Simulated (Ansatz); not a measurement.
System: VO (charge 0, quartet). The spin state was set by rule; other spins were not relaxed. 
Coordinates optimised at B3LYP-D3(BJ)/def2-TZVP (Ansatz, a first-principles code):
```
V
O 1 1.5794
```
Charge 0, spin multiplicity 4.

Quantity: atomisation energy (electronic, to ground-state atoms), in kcal/mol. Cores are frozen in the correlated levels unless marked. UHF or UKS for open shells. No spin-orbit coupling. The frozen core is the preceding noble-gas configuration, with the filled d and f shells of earlier blocks. Non-relativistic. The coupled-cluster limit lacks core correlation, which all-electron functionals hold. Basis-set limits of correlation are two-point, X^-3; Hartree-Fock from the larger set. The program attaches cautions to a run behind HF/def2-TZVPP: large difference. The program attaches cautions to a run behind MP2/CBS(def2-TZVPPD,def2-QZVPPD): large difference. The program attaches cautions to a run behind RI-MP2/CBS(def2-TZVPPD,def2-QZVPPD): large difference. The program attaches cautions to a run behind SCS-MP2/def2-QZVPP: large difference. The program attaches cautions to a run behind CCSD/def2-SVPD: large difference. The program attaches cautions to a run behind CCSD(T)/CBS(def2-TZVPPD,def2-QZVPPD): large difference.

```csv
level,program,atomisation energy (kcal/mol),minus last row
HF/def2-TZVPP,Ansatz,40.9,-100.3
SVWN5/def2-TZVPD,Ansatz,210.5,69.3
r2SCAN0/def2-TZVPD,Ansatz,140.1,-1.1
B2GP-PLYP-D4/def2-TZVPD,Ansatz + dftd4,145.1,3.9
RPA@PBE/def2-QZVPP,Ansatz,140.0,-1.2
"MP2/CBS(def2-TZVPPD,def2-QZVPPD)",Ansatz,125.7,-15.5
"RI-MP2/CBS(def2-TZVPPD,def2-QZVPPD)",Ansatz,125.7,-15.5
SCS-MP2/def2-QZVPP,Ansatz,108.8,-32.4
CCSD/def2-SVPD,Ansatz,120.2,-21.0
"CCSD(T)/CBS(def2-TZVPPD,def2-QZVPPD)",Ansatz,141.2,0.0
```

The UHF reference is spin-contaminated (<S^2> 0.47 over the pure value in the largest basis). The T1 diagnostic of CCSD in the largest basis is 0.095, which is high, so the coupled-cluster rows are less sure than usual.
